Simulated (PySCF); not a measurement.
Si(H)(I)(Me)2 (C2H7ISi), SMILES C[SiH](C)I.

The structure is a stationary point at PBE-D3(BJ)/def2-SVP. The def2 effective core potentials stand for the cores of I; spin–orbit coupling is left out.

These are PBE-D3(BJ)/def2-SVP (PySCF) values and carry that method's errors.

Frequencies are harmonic and unscaled.

| mode | ν (cm⁻¹) | IR (km/mol) | moving atoms (share of kinetic energy) |
|---|---|---|---|
| 1 | 150 | 0.7 | C 49 %, H 27 %, Si 18 % |
| 2 | 159 | 0.0 | H 51 %, C 35 %, I 11 % |
| 3 | 161 | 0.0 | H 99 % |
| 4 | 174 | 0.0 | H 79 %, C 17 % |
| 5 | 215 | 1.2 | H 34 %, Si 33 %, C 31 % |
| 6 | 331 | 28.7 | Si 67 %, I 17 %, H 11 % |
| 7 | 600 | 5.6 | H 94 % |
| 8 | 634 | 2.3 | H 49 %, C 41 %, Si 10 % |
| 9 | 668 | 44.0 | H 67 %, C 20 %, Si 13 % |
| 10 | 679 | 2.2 | H 60 %, C 31 %, Si 9 % |
| 11 | 753 | 29.1 | H 42 %, C 31 %, Si 27 % |
| 12 | 831 | 123.1 | H 67 %, C 23 %, Si 10 % |
| 13 | 850 | 174.0 | H 74 %, C 17 %, Si 9 % |
| 14 | 874 | 93.9 | H 80 %, C 11 %, Si 9 % |
| 15 | 1211 | 28.5 | H 78 %, C 22 % |
| 16 | 1217 | 9.7 | H 80 %, C 20 % |
| 17 | 1369 | 2.4 | H 96 % |
| 18 | 1376 | 0.6 | H 95 % |
| 19 | 1378 | 6.6 | H 96 % |
| 20 | 1389 | 5.4 | H 96 % |
| 21 | 2163 | 104.8 | H 97 % |
| 22 | 2974 | 0.7 | H 97 % |
| 23 | 2974 | 3.0 | H 97 % |
| 24 | 3073 | 0.0 | H 91 %, C 9 % |
| 25 | 3074 | 3.3 | H 91 %, C 9 % |
| 26 | 3091 | 0.9 | H 91 %, C 9 % |
| 27 | 3092 | 0.3 | H 91 %, C 9 % |
